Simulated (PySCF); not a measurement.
# How methods differ on the excitation energy of S⁺

S⁺ [Ne] 3s2 3p3 (4S) → S⁺ [Ne] 3s2 3p2 3d1 (high-spin determinant), as a difference of total energies. Computed with PySCF 2.14 in aug-cc-pCVTZ-DK (8s7p5d3f, 75 functions), with the spin-free X2C one-electron Hamiltonian (Gaussian nucleus). Correlated levels: valence: [Ne] frozen. The calculations carry no spin-orbit coupling.

| method | excitation energy (eV) |
| --- | --- |
| UHF | 14.574 |
| MP2 (valence) | 14.319 |
| SCS-MP2 (valence) | 14.274 |
| CCSD (valence) | 14.365 |
| CCSD(T) (valence) | 13.989 |

Question: How much does correlation contribute at CCSD(T) (valence)?

Answer: 13.989 − (14.574) = -0.585 eV, measured against UHF.

A first-order spin-orbit estimate (lowest level to lowest level, LS coupling) adds -0.039 eV.

The promoted electron is Rydberg-like, and one or two diffuse shells describe it only roughly, which tends to raise the upper state.

The coupled-cluster amplitudes are large for the upper state (T1 above 0.03 or a double amplitude above 0.15), so a single reference is strained.

The determinant of the upper state mixes LS terms, which raises its energy above the lowest term, most at the Hartree-Fock and MP2 levels.
